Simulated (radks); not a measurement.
Q: These are the eigenvalues of the occupied orbitals of an atom or ion with whole-number occupations (eV). All-electron calculation, scalar-relativistic Kohn-Sham, PBE, spin-unpolarised, spherical densities, finite nucleus; Fermi nuclear charge, rms radius of each element as measured or else 0.836 A^(1/3) + 0.57 fm. Program: a radial shooting solver on a logarithmic mesh with Libxc functionals.

1s: -773.8711
2s: -113.5514
2p: -96.1196
6p: -6.3496

Which element is it, and in what charge state? The configuration may be excited.

A: Z = 9, fluorine, charge +3: F3+ in [He] 2s2 2p1 6p1. The list shows which subshells hold electrons but not how many an open one holds; the 1s level, -28.439 hartree, gives Z - s = 7.5 by -(Z - s)^2/2, which with screening and relativity narrows Z to a few neighbours, and the depths of the outer levels then fix element, charge and occupations together.
